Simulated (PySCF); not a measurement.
SMILES C#Cc1cccc(Cl)c1, singlet, GFN2-xTB optimised geometry.

```
14

C     -2.29    -2.35     0.00
C     -1.69    -1.31     0.00
C     -0.99    -0.08     0.00
C     -1.68     1.13     0.00
C     -0.99     2.32     0.00
C      0.40     2.33     0.00
C      1.08     1.12     0.00
Cl     2.81     1.13     0.00
C      0.41    -0.08     0.00
H     -2.81    -3.26     0.00
H     -2.76     1.12     0.00
H     -1.53     3.26     0.00
H      0.94     3.26     0.00
H      0.95    -1.02     0.00
```

Density from PBE0/def2-TZVP run with PySCF at that geometry.

Minimum of the electron density along straight lines between bonded atoms, close to the bond critical point (lines longer than 1.1 times the sum of covalent radii, or with two minima, are not listed):

| bond | length / Å | ρ at the minimum / e bohr⁻³ | ∇²ρ there / e bohr⁻⁵ | position (fraction from the first atom) |
|---|---|---|---|---|
| C1–C2 | 1.200 | 0.418 | -1.21 | 0.49 |
| C2–C3 | 1.416 | 0.297 | -0.88 | 0.53 |
| C3–C4 | 1.395 | 0.316 | -0.93 | 0.51 |
| C4–C5 | 1.382 | 0.323 | -0.97 | 0.50 |
| C5–C6 | 1.385 | 0.320 | -0.95 | 0.50 |
| C6–C7 | 1.387 | 0.321 | -0.96 | 0.48 |
| C7–Cl8 | 1.732 | [?] | [?] | 0.42 |
| C3–C9 | 1.394 | 0.315 | -0.92 | 0.50 |
| C7–C9 | 1.382 | 0.324 | -0.97 | 0.52 |
| C1–H10 | 1.049 | 0.300 | -1.14 | 0.66 |
| C4–H11 | 1.080 | 0.289 | -1.04 | 0.65 |
| C5–H12 | 1.080 | 0.289 | -1.04 | 0.65 |
| C6–H13 | 1.078 | 0.289 | -1.05 | 0.65 |
| C9–H14 | 1.079 | 0.290 | -1.05 | 0.65 |

Question: Complete the blanks.

Answer: 
- C7–Cl8, ρ at the minimum / e bohr⁻³: 0.206
- C7–Cl8, ∇²ρ there / e bohr⁻⁵: -0.34
